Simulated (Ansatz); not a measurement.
Reaction (hydrogenolysis of the Sn–C bond): `[CH3][SnH]([NH2])[F]` + H₂ → `[NH2][SnH2][F]` + CH₄

Computed with Ansatz on PBE0-D4/def2-TZVP structures; ΔE is electronic, products minus reactants. CCSD(T)/CBS adds triple-zeta CCSD(T) − MP2 to the extrapolated MP2 energy (def2 sets, frozen cores). This one scheme is used for every species. Functionals use def2-TZVPP. B3LYP here is the variant with VWN-RPA as its local correlation; programs differ in this. def2 core potentials past Kr. For Sn outer-core shells are correlated without core-valence functions, which leaves a few kJ/mol of doubt a bond. One conformer a species, not always the lowest.

`[CH3][SnH]([NH2])[F]`:

Z-matrix (Å, degrees):
```
C
Sn 1 2.121
H 1 1.090 2 108.9
H 1 1.090 2 110.7 3 120.3
H 1 1.089 2 109.4 3 -119.0
N 2 2.000 1 111.9 3 -46.3
F 2 1.931 1 103.5 3 66.3
H 2 1.704 1 120.3 3 -179.3
H 6 1.008 2 118.0 1 -138.2
H 6 1.008 2 117.9 1 -1.9
```

H₂:

Cartesian coordinates in Å:
```
H -0.289 0.227 0.068
H 0.289 -0.227 -0.068
```

`[NH2][SnH2][F]`:

```xyz
7

N    -0.952   -0.320   -0.811
Sn    0.403    0.451    0.446
F     1.667   -0.927    0.940
H    -0.577   -0.644   -1.692
H    -1.523   -1.056   -0.418
H    -0.352    0.882    1.903
H     1.335    1.614   -0.367
```

CH₄:

Z-matrix (Å, degrees):
```
C
H 1 1.090
H 1 1.090 2 109.5
H 1 1.090 2 109.5 3 -120.0
H 1 1.090 2 109.5 3 120.0
```

```csv
level,ΔE (kcal/mol),difference from CCSD(T)/CBS
PBE-D4,-9.2,-1.6
PBE0-D4,-9.8,-2.2
B3LYP-D4,-10.0,-2.4
ωB97X-V,-9.9,-2.3
ωB97M-V,-9.6,-2.0
B2PLYP,-10.3,-2.7
PBE,-10.3,-2.7
r2SCAN,-9.8,-2.2
PBE0,-10.8,-3.2
B3LYP,-11.8,-4.2
SCS-MP2/def2-TZVPP,-8.8,-1.2
CCSD/def2-TZVPP,-10.0,-2.4
HF/def2-QZVPP,-14.4,-6.8
SCS-MP2/def2-QZVPP,-8.0,-0.4
HF/CBS(def2),-14.4,-6.8
MP2/CBS(def2),-5.9,1.7
CCSD(T)/CBS,-7.6,0
```

Largest T1 diagnostic among the species: 0.013.

The D4 term adds +1.8 kcal/mol with B3LYP and +1.0 kcal/mol with PBE0; it sums over pairs of atoms, weighted by their polarisabilities, and B3LYP, whose exchange is more repulsive, gets the larger term. In def2-TZVPP, CCSD(T) changes the Hartree–Fock value by +5.6 kcal/mol (the triples alone add +1.0 kcal/mol) and MP2 by +7.3 kcal/mol.
